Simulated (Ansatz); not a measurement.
## C4H5F4N: where a starting geometry ends

The starting geometry of this gas-phase singlet was optimised with GFN2-xTB; its bonds are those of `C/N=C(/CF)C(F)(F)F`.

```xyz
14

C     0.7918   -0.6307   -0.1865
C     0.3236    1.6813    0.1553
C     0.5966    2.9394    0.9361
C    -0.7160    1.8154   -0.9686
F    -0.5518    3.3897    1.5304
F    -0.2111    1.4013   -2.1493
F    -1.8112    1.0747   -0.7419
F    -1.1193    3.0728   -1.1592
N     0.9370    0.6313    0.4508
H    -0.0078   -0.7072   -0.9266
H     0.6365   -1.3637    0.6060
H     1.7491   -0.8618   -0.6567
H     0.9526    3.7419    0.2790
H     1.3212    2.7253    1.7254
```

Q: Where would you expect an optimisation with PBE-D3(BJ)/def2-SVP to take it?

A: It keeps its bonds, and is `C/N=C(/CF)C(F)(F)F`.

The energy falls by 0.11 eV over 6 steps:

```
step  E − E(last) (eV)
   1             0.109
   2             0.011
   3             0.001
   4             0.000
   5             0.000
   6             0.000
```

Final geometry (Å):

```
atom    x (Å)    y (Å)    z (Å)
   C   0.7845  -0.6282  -0.1936
   C   0.3287   1.7041   0.1567
   C   0.5840   2.9697   0.9454
   C  -0.7115   1.8059  -0.9734
   F  -0.5877   3.3987   1.5506
   F  -0.1898   1.3688  -2.1490
   F  -1.8012   1.0514  -0.7055
   F  -1.1202   3.0762  -1.1668
   N   0.9561   0.6386   0.4776
   H  -0.0143  -0.6924  -0.9617
   H   0.6045  -1.4008   0.5832
   H   1.7537  -0.9009  -0.6635
   H   0.9559   3.7814   0.2795
   H   1.3486   2.7371   1.7147
```

No frequencies were run, so the end isn't proven a minimum. Run with Ansatz 0.2.0, 16 s on 2 threads of Arm Neoverse V2, on a shared host.
